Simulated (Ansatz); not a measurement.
Reaction (substitution at a C–C bond): `OCC(F)(F)C(F)F` + `[OH][SnH3]` → `OC[O][SnH3]` + `FC(F)C(F)F`

Gas-phase electronic energies from Ansatz, PBE0-D4/def2-TZVP geometries. CBS: MP2 limit from def2 TZ/QZ plus the TZ coupled-cluster correction, frozen cores. DFT in def2-TZVPP. def2 core potentials past Kr. For Sn outer-core shells are correlated without core-valence functions, which leaves a few kJ/mol of doubt a bond. One conformer a species, not always the lowest.

`OCC(F)(F)C(F)F`:

Z-matrix (Å, degrees):
```
C
C 1 1.515
O 1 1.401 2 111.4
H 1 1.090 2 108.8 3 -118.7
H 1 1.097 2 107.2 3 124.1
F 2 1.362 1 108.9 3 -59.4
F 2 1.348 1 109.5 3 -177.0
C 2 1.530 1 113.9 3 60.0
H 3 0.962 1 108.5 2 68.6
F 8 1.351 2 108.7 1 60.6
F 8 1.345 2 109.8 1 179.0
H 8 1.093 2 111.2 1 -59.6
```

`[OH][SnH3]`:

Cartesian coordinates in Å:
```
O -1.295 0.642 -0.406
Sn 0.323 -0.362 0.097
H -1.183 1.593 -0.351
H 0.725 0.033 1.711
H 1.586 0.076 -0.968
H -0.156 -1.981 -0.083
```

`OC[O][SnH3]`:

Cartesian coordinates in Å:
```
O 1.208 -0.240 2.091
C 0.176 -0.051 1.180
O 0.652 -0.233 -0.117
Sn -0.565 -0.035 -1.657
H 1.921 0.358 1.845
H -0.587 -0.795 1.446
H -0.260 0.959 1.289
H -1.183 1.556 -1.614
H 0.446 -0.330 -2.987
H -1.809 -1.189 -1.475
```

`FC(F)C(F)F`:

Cartesian coordinates in Å:
```
F -0.528 -0.389 1.625
C -0.476 -0.526 0.283
F 0.057 -1.725 -0.006
C 0.394 0.589 -0.286
F 0.320 0.546 -1.634
F 1.674 0.412 0.080
H -1.492 -0.478 -0.122
H 0.053 1.570 0.061
```

```
         species  ωB97X-V energy (Eh)
`OCC(F)(F)C(F)F`           -591.38941
    `[OH][SnH3]`           -291.90814
   `OC[O][SnH3]`           -406.44297
    `FC(F)C(F)F`           -476.83717
```

(1) Work out ΔE.

Largest T1 diagnostic among the species: 0.014.

## Answers

(1) ΔE = (-406.44297) + (-476.83717) − (-591.38941) − (-291.90814) = 0.01741 Eh = +0.47 eV. CCSD(T)/CBS gives +0.49 eV.

In def2-TZVPP, CCSD(T) changes the Hartree–Fock value by +0.11 eV (the triples alone add +0.01 eV) and MP2 by +0.13 eV. From PBE to PBE0 (25 % exact exchange), in def2-TZVPP and without D4, ΔE moves by +0.03 eV.
